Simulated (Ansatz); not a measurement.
Ansatz results at the PBE0-D4/def2-TZVP geometry: HOMO–LUMO gap (B3LYP/def2-TZVPP) 6.78 eV; HOMO energy (B3LYP/def2-TZVPP) -7.06 eV; LUMO energy (PBE/def2-TZVPP) -1.01 eV.

Each molecule was computed in one conformer, which needn't be the lowest.

Problem. Which molecule gave them?
A. `N[Si](S)(Cl)C=O`
B. `I[B]1O[BH][Zn]1`
C. `[OH][Al]([OH])[SeH]`
D. `N[Si]1(Cl)OCS1`

Solution. D. The others give `N[Si](S)(Cl)C=O`: 4.83, -6.87, -2.92; `[OH][Al]([OH])[SeH]`: 6.20, -7.13, -1.45; `I[B]1O[BH][Zn]1`: 3.23, -5.71, -2.89.

B3LYP here is the variant with VWN-RPA as its local correlation; programs differ in this.
